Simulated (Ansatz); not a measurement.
Reaction (redistribution): `[F][In]([F])[Br]` + `C[SiH](O)[SiH](O)O` → `[OH][In]([F])[Br]` + `C[Si@H](O)[Si@H](O)F`

Calculated with Ansatz (gas phase, PBE0-D4/def2-TZVP geometries, no zero-point term in ΔE). CCSD(T)/CBS adds triple-zeta CCSD(T) − MP2 to the extrapolated MP2 energy (def2 sets, frozen cores). DFT in def2-TZVPP. Elements past krypton have def2 core potentials. For Br, In outer-core shells are correlated without core-valence functions, which leaves a few kJ/mol of doubt a bond. Scalar relativity is left out up to krypton. Each species was taken in one conformer, which may not be the lowest.

`[F][In]([F])[Br]`:

Cartesian coordinates in Å:
```
F -0.478 -0.528 -1.834
In 0.037 -0.053 -0.041
F 1.555 -1.038 0.613
Br -1.114 1.619 1.262
```

`C[SiH](O)[SiH](O)O`:

Z-matrix (Å, degrees):
```
C
Si 1 1.868
H 1 1.094 2 110.0
H 1 1.093 2 111.4 3 -119.3
H 1 1.092 2 111.2 3 119.7
O 2 1.668 1 111.8 3 -178.5
Si 2 2.348 1 113.8 3 -67.0
H 2 1.493 1 108.2 3 60.5
H 6 0.958 2 118.3 1 -69.9
O 7 1.648 2 106.8 1 140.0
O 7 1.648 2 106.0 1 -98.5
H 7 1.488 2 117.0 1 17.4
H 10 0.959 7 117.6 2 -178.3
H 11 0.962 7 114.3 2 -29.2
```

`[OH][In]([F])[Br]`:

```xyz
5

O    -0.005    0.186   -1.561
In   -0.278   -0.060    0.363
F    -2.112   -0.237    0.932
Br    1.469   -0.157    2.055
H     0.926    0.268   -1.788
```

`C[Si@H](O)[Si@H](O)F`:

Z-matrix (Å, degrees):
```
C
Si 1 1.859
H 1 1.093 2 110.6
H 1 1.093 2 110.1 3 119.4
H 1 1.092 2 111.0 3 -120.4
O 2 1.654 1 108.6 3 -176.2
Si 2 2.353 1 114.0 3 66.1
H 2 1.494 1 109.4 3 -55.0
H 6 0.960 2 115.6 1 -149.2
O 7 1.647 2 102.0 1 141.9
F 7 1.607 2 111.7 1 24.9
H 7 1.490 2 118.8 1 -96.8
H 10 0.959 7 119.4 2 172.0
```

```csv
level,ΔE (kcal/mol)
r2SCAN-D4,-5.2
PBE0-D4,-4.9
```

Question: What does CCSD(T)/CBS give? (Best estimate.)

Answer: The calculation gave: -5.9 kcal/mol. The listed levels differ from it by 0.7, 1.0 kcal/mol.

Largest T1 diagnostic among the species: 0.014.

In def2-TZVPP, CCSD(T) changes the Hartree–Fock value by −1.4 kcal/mol (the triples alone add −0.1 kcal/mol) and MP2 by −1.8 kcal/mol.
